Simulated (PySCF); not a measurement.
# Correlation energy of Ta (tantalum, neutral)

[Xe] 4f14 5d3 6s1 6p1, one real determinant (an excited configuration). Calculation: PySCF 2.14, in def2-TZVPPD with the def2 core potential (60 electrons) (6s5p3d2f1g, 59 functions); scalar relativity through the core potential. Frozen: nothing; 13 electrons correlated.

| level | correlation energy (mhartree) |
| --- | --- |
| CCSD | -246.48 |
| (T) | -6.49 |
| CCSD(T) | -252.97 |

Diagnostics: T1 = 0.012, D1 = 0.0552, largest double amplitude 0.052.

Question: Is a single reference adequate?

Answer: Yes, within this model without spin-orbit coupling: T1 lies below 0.03 and no double amplitude reaches 0.07.

The reference is one real determinant that mixes LS terms of this configuration.

The basis has no tight functions for the innermost shells, so their pair energies are far from complete.

This basis was not built for core-valence correlation, so the inner-shell part is incomplete.
